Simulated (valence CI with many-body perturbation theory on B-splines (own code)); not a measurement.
## Re34+: one-electron terms

Level of theory: valence CI with perturbative core correlation (CI+MBPT): five valence electrons over a frozen Dirac-Fock core [Kr], a basis of 7 s, 7 p, 8 d, 6 f, 4 g, 1 h functions for each j, with the one-electron correlation potential Σ1, the two-electron term Σ2, the three-electron term Σ3, Breit, model QED; selected CI, second order for the rest (own B-spline code, finite nucleus).

The last digits are not significant, and no measured levels were compared; by estimate large intervals hold to a few tenths of a per cent, small ones and those within an open d or f shell to about a per cent. Only levels of the ground parity were solved; by the run's estimate the other parity begins above the list, which can be wrong where configurations are misplaced.

These are the spectroscopic orbitals of the CI (the correlating ones are not listed), shaped by the core and the other valence electrons. h is the expectation value of the core's Dirac-Fock operator, without the valence repulsion; Σ1 is computed up to l = 3 at one energy for each symmetry, that of its lowest orbital but kept below the first core excitation, so for empty shells it is not the orbital's own correlation shift; Breit and QED include the response of the core.

```csv
Orbital,h (hartree),Σ1 (cm⁻¹),Breit (cm⁻¹),QED (cm⁻¹),⟨r⟩ (bohr)
5s1/2,-42.911,-11175,4649,3581,0.7237
6s1/2,-27.85,-4421,2462,1916,1.114
7s1/2,-19.561,-2294,1428,1130,1.594
5p1/2,-41.093,-11146,7133,75.0,0.7340
6p1/2,-26.872,-4569,3874,44.7,1.133
7p1/2,-18.975,-2412,2280,27.7,1.622
5p3/2,-39.55,-9813,4108,391,0.7653
6p3/2,-26.058,-4164,2269,218,1.170
7p3/2,-18.491,-2231,1476,132,1.665
4d3/2,-62.263,-22766,7893,-805,0.4202
5d3/2,-36.675,-10413,3335,-276,0.7701
6d3/2,-24.504,-4761,1790,-144,1.198
4d5/2,-61.492,-21958,4648,-394,0.4268
5d5/2,-36.342,-10243,2031,-111,0.7781
6d5/2,-24.324,-4676,1099,-56.2,1.208
4f5/2,-54.202,-45611,1826,-663,0.3991
5f5/2,-33.272,-10108,914,-231,0.7756
4f7/2,-54.006,-40671,-64.2,-518,0.4017
5f7/2,-33.182,-9846,142,-170,0.7783
5g7/2,-30.978,,-141,-94.9,0.7364
5g9/2,-30.95,,-308,-72.4,0.7376
```

Among the shells of the start configuration 4d5, Σ1 is largest in size for 4d3/2, where it is 0.17 % of h.

Lowest root of each symmetry, sizes in configuration state functions:

```tsv
J	Parity	Roots	Reference	Variational	Second order	Change by selected CI (cm⁻¹)	Change by second order (cm⁻¹)
1/2	even	4	77	22576	259983	-9750	-26
3/2	even	7	141	25941	626156	-9043	-72
5/2	even	10	183	27110	692139	-8570	-116
7/2	even	7	192	25098	931408	-8874	-199
9/2	even	5	181	24899	858974	-9284	-214
11/2	even	3	150	25263	671564	-9084	-78
13/2	even	1	112	19997	409882	-9285	-35
```
